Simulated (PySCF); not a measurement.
Stepwise substitution at one centre (In F-SH). Isolated molecules, 0 K electronic values unless said otherwise. One relaxed conformer stands for each flexible species; it need not be the lowest. Strings in code marks are SMILES.

The numbers are results of PBE-D3(BJ)/def2-TZVP (PySCF), not measurements. All candidates: neutral, multiplicity 1. Excitations are Tamm–Dancoff values on a coarser integration grid. The basis has no diffuse functions, so Rydberg states are missing or too high.

LUMO: -3.73 eV
S1 excitation (TDA): 3.73 eV
HOMO–LUMO gap: 3.56 eV

Problem. Name which member has these values.
A. `[SH][In]([SH])[SH]`
B. `[F][In]([F])[SH]` (F–In–S–H torsion 0°)
C. `[F][In]([SH])[SH]` (S–In–S–H torsion 0°, S–In–S–H torsion 180°)
D. `[F][In]([F])[F]`

Solution. B, `[F][In]([F])[SH]` (F–In–S–H torsion 0°). The others give `[F][In]([SH])[SH]` (S–In–S–H torsion 0°, S–In–S–H torsion 180°): -3.13 eV, 3.70 eV, 3.56 eV; `[F][In]([F])[F]`: -4.58 eV, 4.85 eV, 4.61 eV; `[SH][In]([SH])[SH]`: -2.72 eV, 3.78 eV, 3.67 eV…
